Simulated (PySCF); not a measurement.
This script is equivalent to a calculation on Pb²⁺ (lead, charge +2).

```python
from pyscf import gto, scf, dft, mp, cc
import basis_set_exchange as bse
txt = bse.get_basis("aug-cc-pVQZ-PP", elements=["Pb"], fmt="nwchem", header=False, augment_diffuse=1)
cut = txt.index("\nECP")
mol = gto.M(atom="Pb 0 0 0", charge=2, spin=0, symmetry="D2h",
            basis=gto.basis.parse(txt[:cut]),
            ecp={"Pb": gto.basis.parse_ecp(txt[cut:])})
mf = scf.UHF(mol)
mf.irrep_nelec = {'Ag': (4, 4), 'B1g': (1, 1), 'B2g': (1, 1), 'B3g': (1, 1), 'B1u': (1, 1), 'B2u': (1, 1), 'B3u': (1, 1)}
mf.kernel()
```

Problem. What total energy does it give?

Solution. -191.10954 hartree (calculated).

Problem. Which occupied shell lies highest, and where?

Solution. 6s, at -30.101 eV.

Energies and moments cover only the electrons outside the core potential. Spin-orbit coupling, which splits the p, d and f shells strongly at this Z, is absent.
